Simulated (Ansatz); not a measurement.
Molecule: sum formula H₁₀Si₄O, net charge 0, singlet state. 
Structure (B3LYP-D3(BJ)/def2-TZVP (Ansatz, a first-principles code) minimum search):
SMILES: [SiH3][Si]([SiH3])(O)[SiH3]
```xyz
15

O     -0.2888    -0.1770     2.0109
Si    -0.0599    -0.0316     0.3602
Si     2.2573    -0.0171     0.0097
Si    -0.9936     1.9605    -0.4772
Si    -1.0209    -1.8310    -0.8148
H     -1.1926    -0.1995     2.3369
H      2.8793    -1.2764     0.4850
H      2.8966     1.1295     0.6992
H      2.4967     0.1112    -1.4498
H     -2.4470     2.0198    -0.1721
H     -0.3460     3.1569     0.1152
H     -0.8227     2.0047    -1.9509
H     -0.8487    -1.6165    -2.2734
H     -0.3911    -3.1223    -0.4440
H     -2.4753    -1.9226    -0.5232
```

Total electronic energies in hartree. Cores are frozen in the correlated levels unless marked. Spin-orbit coupling is left out. No relativistic terms. CBS(X,Y): correlation extrapolated as X^-3; Hartree-Fock from the larger set.

```tsv
level	program	energy (Eh)
HF/6-31G*	Ansatz	-1236.36371
RI-HF/cc-pV(Q+d)Z	Ansatz	-1236.56146
PBE/def2-TZVPD	Ansatz	-1238.60870
r2SCAN-D3(BJ)/def2-TZVPD	Ansatz + dftd3	?
PBE0/def2-QZVPP	Ansatz	?
HSE06-D3(BJ)/def2-TZVPD	Ansatz + dftd3	-1238.71403
SCS-MP2/cc-pV(Q+d)Z	Ansatz	-1237.39903
CCSD/cc-pV(Q+d)Z	Ansatz	-1237.43943
CCSD(T)/CBS(cc-pV(T+d)Z,cc-pV(Q+d)Z)	Ansatz	-1237.5108
```

### Question
Some entries are withheld; supply them.

### Answer

- r2SCAN-D3(BJ)/def2-TZVPD, energy (Eh): -1239.16471
- PBE0/def2-QZVPP, energy (Eh): -1238.77699
